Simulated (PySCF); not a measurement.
# Computed properties of Sn(H)2(Br)(NH2) (BrH4NSn), SMILES [NH2][SnH2][Br]

Sn(H)2(Br)(NH2) (BrH₄NSn), SMILES [Br][SnH2][NH2]. The structure is a stationary point at B3LYP-D3(BJ)/def2-SVP. The structure was generated by enumeration; whether it is a known compound was not checked. The def2 effective core potentials stand for the cores of Sn; spin–orbit coupling is left out. The values are those of a single conformer. All values are computed for the isolated molecule unless a solvent is named; none is compared with measurement here.

**Structure.** The optimised structure has Cs symmetry. All 15 harmonic modes at B3LYP-D3(BJ)/def2-SVP (PySCF) are real, so it is a minimum. With heavy atoms numbered as in [SnH2:1]([NH2:2])[Br:3], the shortest bond between them is Sn1–N2 at 2.028 Å and the longest Sn1–Br3 at 2.528 Å.

**Vibrations.** The strongest infrared lines (harmonic, unscaled, degenerate partners summed) lie at 1927 cm⁻¹ (168 km/mol, H 99 %), 617 cm⁻¹ (135 km/mol, N 56 %, H 31 %, Sn 13 %), 644 cm⁻¹ (125 km/mol, H 89 %, N 10 %). The softest mode is at 59 cm⁻¹ and the zero-point energy is 24.2 kcal/mol.

**Electronic structure.** ωB97X/def2-TZVPD (PySCF) places the frontier levels at -10.03 and 0.83 eV, a gap of 10.86 eV, and gives a dipole moment of 3.53 D and a mean polarisability of 73.2 bohr³. PBE/def2-TZVPD (PySCF) at the same geometry gives -6.22 and -1.99 eV, so its gap is 6.63 eV narrower. An orbital gap is neither the optical nor the fundamental gap.

**Excitations.** TDA-B3LYP/def2-SVPD (PySCF) has S1 at 5.09 eV (244 nm, f = 0.033, weak); the most intense of the 10 singlets computed lies at 6.49 eV (f = 0.04). T1 (TDA) is at 4.61 eV, 0.48 eV under S1. TDA-PBE/def2-SVPD (PySCF) puts S1 at 4.48 eV. No vertical singlet excitation falls in the visible range (under 3.1 eV).
